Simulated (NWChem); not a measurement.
Molecule: C₂H₂BrI; SMILES C=C(Br)I

This build's default masses of Se (78.918 u) and Br (79.917 u) are each other's, which moves their modes by up to 0.6 %. def2 effective core potentials on I; no spin-orbit coupling.

Problem. Give the equilibrium geometry at PBE0/def2-SVP with def2 effective core potentials on I (NWChem) as a list of bonds and angles, with the point group.

Solution. point group Cs; any orientation.
Bonded distances (Å): C1–C2 1.331, C1–H5 1.092, C1–H6 1.093, C2–Br3 1.879, C2–I4 2.100. Angles (°): C2–C1–H5 120.9, C2–C1–H6 120.4, H5–C1–H6 118.7, C1–C2–Br3 122.1, C1–C2–I4 122.1, Br3–C2–I4 115.8.
